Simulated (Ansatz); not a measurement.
Isolated molecules relaxed with PBE0-D4/def2-TZVP in Ansatz; ΔE leaves out vibrations. CBS: MP2 limit from def2 TZ/QZ plus the TZ coupled-cluster correction, frozen cores. This one scheme is used for every species. DFT in def2-TZVPP. HSE06 is defined as in plane-wave codes. Each species was taken in one conformer, which may not be the lowest.

Consider the ligand exchange at the Si–C bond: `N[SiH2]CF` + CH₃NH₂ → `CN[SiH2]N` + `CF`.

| level | ΔE (kJ/mol) |
| --- | --- |
| ωB97X-V | -78.1 |
| HSE06 | -75.7 |

(1) What does CCSD(T)/CBS give? (Best estimate.)

Largest T1 diagnostic among the species: 0.011.

Answers

(1) The calculation gave: -81.9 kJ/mol. The listed levels differ from it by 3.8, 6.2 kJ/mol.

From PBE to PBE0 (25 % exact exchange), in def2-TZVPP and without D4, ΔE moves by −4.9 kJ/mol. Leaving LDA and LC-ωPBE aside and taking each functional with its dispersion term where it has one, the values, not all of them listed here, spread over 13.3 kJ/mol, from BHLYP-D4 to PBE-D4. LDA lies −7.1 kJ/mol from PBE without D4.
